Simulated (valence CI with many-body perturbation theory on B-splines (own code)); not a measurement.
Tm64+: fill in the table

Calculated by relativistic CI+MBPT: three valence electrons over a frozen Dirac-Fock core [He], a basis of 11 s, 11 p, 10 d, 8 f, 5 g, 2 h functions for each j, with the one-electron correlation potential Σ1, the two-electron term Σ2, the three-electron term Σ3, Breit, model QED; selected CI, second order for the rest, scaled by the run's own slope (own B-spline code, finite nucleus).

The last digits are not significant, and no measured levels were compared; by estimate large intervals hold to a few tenths of a per cent, small ones and those within an open d or f shell to about a per cent.

```tsv
Level	E (eV)
(2s^2 2p1/2) J=1/2	0.0
(2s 2p1/2^2) J=1/2	?
(2s^2 2p3/2) J=3/2	1064.7
(2s 2p1/2 2p3/2) J=3/2 [a]	1233.6
(2s 2p1/2 2p3/2) J=5/2	?
(2s 2p1/2 2p3/2) J=1/2	1338.6
(2s 2p1/2 2p3/2) J=3/2 [b]	1340.6
(2p1/2^2 2p3/2) J=3/2	1591.7
(2s 2p3/2^2) J=5/2	2316.1
(2s 2p3/2^2) J=1/2	2416.1
(2s 2p3/2^2) J=3/2	2416.8
(2p1/2 2p3/2^2) J=3/2	?
(2p1/2 2p3/2^2) J=5/2	?
(2p1/2 2p3/2^2) J=1/2	2686.3
(2p3/2^3) J=3/2	?
(2s^2 3s) J=1/2	9033.8
(2s^2 3p1/2) J=1/2	?
(2s 2p1/2 3s) J=1/2 [a]	9194.8
(2s 2p1/2 3s) J=3/2	9220.7
(2s 2p1/2 3s) J=1/2 [b]	9248.7
```

Levels are named by their leading jj configuration (3d3/2^4 stands for four electrons in 3d with j = 3/2), which in mixed levels can hold well under half, so a name can repeat and another be missing. Letters in brackets count levels of one name in rising energy.

Problem. The levels stand in rising order. What does the calculation give for the missing energies?

Solution. (2s 2p1/2^2) J=1/2 240.8; (2s 2p1/2 2p3/2) J=5/2 1272.6; (2p1/2 2p3/2^2) J=3/2 2611.5; (2p1/2 2p3/2^2) J=5/2 2633.9; (2p3/2^3) J=3/2 3716.6; (2s^2 3p1/2) J=1/2 9114.3.
